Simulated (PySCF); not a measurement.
**Ar(2+): excitation energy**

Ar(2+) [Ne] 3s2 3p4 (3P) → Ar(2+) [Ne] 3s1 3p5 (3P), as a difference of total energies. Calculation: PySCF 2.14, in aug-cc-pV(Q+d)Z (7s6p5d3f2g, 89 functions); the non-relativistic Hamiltonian (point nucleus). Correlated levels: valence: [Ne] frozen. The calculations carry no spin-orbit coupling.

| method | excitation energy (eV) |
| --- | --- |
| UHF | 17.049 |
| LDA | 14.554 |
| PBE | 14.653 |
| PBE0 | 15.278 |
| r2SCAN | 15.037 |
| BHandHLYP | 15.886 |
| LC-wPBE | 15.205 |
| revPBE | 14.636 |
| SCS-MP2 (valence) | 15.315 |

Q: Estimate what CAM-B3LYP gives.

A: 15.280 eV, closest to PBE0 among the rows shown.

Q: Estimate what MP2 (valence) gives.

A: 15.508 eV, closest to SCS-MP2 (valence) among the rows shown.
